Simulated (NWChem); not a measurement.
System: VOCl2F; SMILES [O]=[V]([F])([Cl])[Cl]

**Question.** Give the equilibrium geometry at B3LYP/6-31G* (spherical d) (NWChem) as a Z-matrix, with the point group.

**Answer.** point group Cs; any orientation.
```
V
O 1 1.5456
F 1 1.7044 2 108.41
Cl 1 2.1524 2 108.21 3 -120.27
Cl 1 2.1524 2 108.21 3 120.27
```
